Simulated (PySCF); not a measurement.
## What settings do to a single point of [Pb(NH2)]+

The sound run of [Pb(NH2)]+ (singlet) uses PySCF 2.14.0, RKS PBE0, Pb def2-SVP with ECP60, N def2-SVP, H def2-SVP; non-relativistic Hamiltonian with scalar-relativistic core potentials where named; density fitting; no spin-orbit coupling, grid (50, 194), threshold 1e-8 Eh and 55 cycles, at the relaxed geometry:

```xyz
4

Pb    0.0000    0.0000   -0.0457
N     0.0000    0.0000    2.0366
H     0.8353    0.0000    2.6249
H    -0.8353    0.0000    2.6249
```

There Pb1 has a Mulliken charge of 1.10 e and the dipole about the centre of mass is 0.99 D. Each run below changes one thing and starts from free metal ions and neutral atoms unless it says otherwise; with 55 cycles, smearing, a level shift and second-order steps follow where DIIS fails, and their cycles count. Energy shifts count from the sound run.

| change | outcome | cycles | energy shift (eV) | largest force component (eV/Å) | charge on Pb1 (e) | dipole about the centre of mass (D) |
| --- | --- | --- | --- | --- | --- | --- |
| cycle limit 8 | not converged | 8 | – | – | – | – |
| grid (15, 26) | converged | 10 | 2.89 | 2.17 | 1.02 | 1.06 |
| start from a density of up to 30 smeared cycles (not counted) | converged | 6 | 0.0000 | 0.01 | 1.10 | 0.99 |

(1) How does the run with this change end: all coordinates × 0.94?

Unsound on purpose, so not properties of the compound: grid (15, 26).

Forces carry noise of the integration grid, about 0.01 to 0.03 eV/Å.

Answers

(1) outcome converged, cycles 10, energy shift (eV) 0.39, largest force component (eV/Å) 3.39, charge on Pb1 (e) 1.09, dipole about the centre of mass (D) 1.39.
